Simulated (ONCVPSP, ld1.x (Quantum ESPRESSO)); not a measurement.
Potentials for Li compared

Generated with ld1.x 7.5 (TM, RRKJ, ultrasoft, PAW), atompaw 4.2 or ONCVPSP 4.0.1. The cutoff is in Ry: for ld1.x and atompaw files where the sum of valence levels is converged to 10 mRy in a Bessel basis, for ONCV files where the hardest occupied wave has 1 mHa per electron of residual kinetic energy. The error is the largest all-electron minus pseudo excitation energy over each file’s own four to seven test configurations (ionisations up to +4, promotions, holes and added fractions of an electron), all of which were solved. The labels leave out finer settings (local radius, basis sizes, second energies), which also bear on the numbers. Spin-polarised tests are not counted. The rows are a selection from randomly drawn settings: files with unsolved tests, undetermined cutoffs or missed reference levels are left out.

| potential | cutoff (Ry) | largest error (meV) | bound ghosts |
| --- | --- | --- | --- |
| ONCV, PBE, scalar-relativistic, rc 0.70/4.00 (sp), local smoothed, core correction no, reference 1s2 2p1, qcut 14.2/2.1, projectors 1/2 | 173 | +213 | none |
| RRKJ, LDA (PZ), scalar-relativistic, rc 2.85/4.20/3.25 (spd), local s, core correction yes, reference 2s0 2p1 | 6 | -7.6 | none |
| ONCV, PBE, scalar-relativistic, rc 1.25/1.20 (sp), local smoothed, core correction no, reference 1s2 2s1, qcut 11.3/7.9, projectors 2/2 | 80 | +928 | none |
| TM, PBE, non-relativistic, rc 0.70/4.20 (sp), local s, core correction no, reference 1s2 2s0 2p1 | 160 | +151 | none |
| ONCV, PBE, scalar-relativistic, rc 0.95/0.75/0.80 (spd), local smoothed, core correction no, reference 1s2 2s1, qcut 16.3/11.9/12.8, projectors 3/3/2 | 138 | +302 | none |

(1) Fill in the row for Li: ONCV, LDA (Perdew-Wang 92), scalar-relativistic, rc 0.50/0.50/0.45 (spd), local smoothed, core correction no, reference 1s2, qcut 26/14/18, projectors 2/1/1.

Results:

(1) cutoff 358 Ry, largest error +18 meV, bound ghosts: none.
